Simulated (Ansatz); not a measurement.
The cluster Cu₂I, relaxed as a doublet with UKS r2SCAN-D4/def2-TZVP in Ansatz, starting from the GFN1-xTB geometry. Force threshold 0.02 eV/Å.

In the def2 sets I takes a core potential; there is no spin–orbit coupling. Another isomer (doublet) lies 0.58 eV lower at PBE0-D4/def2-TZVP; other spin states weren't run for this one.

Start:

```xyz
3

Cu   -0.462    1.162   -2.115
Cu    0.485   -1.200    2.088
I    -0.023    0.038    0.027
```

```tsv
step	energy (eV)	largest force component (eV/Å)	SCF passes
1	-97386.0262	0.054	20
2	-97386.0268	0.018	26
3	-97386.0291	0.043	24
4	-97386.0379	0.056	27
5	-97386.0544	0.037	32
6	-97386.0567	0.040	26
7	-97386.0583	0.006	24
8	-97386.0584	0.002	26
```

Force components are those of the run's own axes.

End:

```tsv
atom	x (Å)	y (Å)	z (Å)
Cu1	-0.315	0.894	-2.119
Cu2	0.572	-1.319	1.822
I3	-0.257	0.425	0.297
```

By distances, no bond broke or formed. The bond that changes most is Cu2–I3, from 2.46 to 2.46 Å (atoms count from 1).

The force fell under the threshold at step 2, but the optimiser went on and released 0.032 eV more. No frequencies were taken in this run, so the end may be a saddle point.

Hardware: 4 threads of Arm Neoverse V2 on a shared host. Wall time 30 s.
